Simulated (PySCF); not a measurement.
**C2HCl2Ga: core ionisation energies**

Species: GaCl2(CCH), C2HCl2Ga.
Geometry (PBE0-D3(BJ)/def2-SVP, Å), atoms numbered from 1 in this order:
```
atom  x, y, z in Å
Ga1    0.5736    1.0005    0.0042
Cl2    2.7017    1.0516    0.0387
Cl3   -0.4080    2.8894   -0.0427
C4    -0.3757   -0.6306    0.0037
C5    -0.9793   -1.6878   -0.0003
H6    -1.5123   -2.6232   -0.0036
```

The calculation used PySCF, delta-SCF UKS SCAN, pcX-2 on the ionised atom, pcseg-1 elsewhere, spin-free X2C. Vertical ΔSCF values, vacuum level as zero.

**Question.** List the computed XPS lines with their assignment.

**Answer.** 
| atom(s) | environment | level | binding energy (eV) | 2p1/2 (eV) | above the level's lowest (eV) | count |
| --- | --- | --- | --- | --- | --- | --- |
| Cl2/Cl3 | chlorine bonded to Ga | Cl 2p3/2 | 205.96 | 207.61 | 0.00 | 2 |
| Cl2/Cl3 | chlorine bonded to Ga | Cl 1s | 2828.57 | – | 0.00 | 2 |
| C4 | carbon bonded to C and Ga | C 1s | 290.95 | – | 0.00 | 1 |
| C5 | carbon bonded to C and H | C 1s | 291.25 | – | +0.30 | 1 |

Lowest listed C 1s: C4, bonded to C and Ga. Highest, 0.30 eV above it: C5, bonded to C and H.

**Question.** Which effective nuclear charge Zeff reproduces each element's mean 1s value in the hydrogen-like formula E = 13.606 eV × Zeff²?

**Answer.** C (Z = 6): mean 291.1 eV, Zeff = 4.63, Z − Zeff = 1.37; Cl (Z = 17): mean 2828.6 eV, Zeff = 14.42, Z − Zeff = 2.58. Means run over the listed sites, weighted by atom count.

Atoms equivalent by their bonding share one computed value, that of the first of them. Spin contamination (⟨S²⟩ against 0.75 for a pure doublet) is marked for C 1s of C4 (0.87) and C 1s of C5 (0.87), which makes these values less certain. The 2p values aren't plain energy differences: one relaxed spin-free 2p hole is combined with a matrix within the shell (ground-state 2p orbital-energy differences and spin–orbit coupling). 2p3/2, the mean of its two sublevels, lies a third of the splitting below the shell's mean and 2p1/2 two thirds above it; the statistical areas are 2:1. 2p1/2 minus 2p3/2 (ligand field included): Cl 1.65 eV. No level of gallium is listed. Isolated species at its PBE0-D3(BJ)/def2-SVP geometry, gas phase.
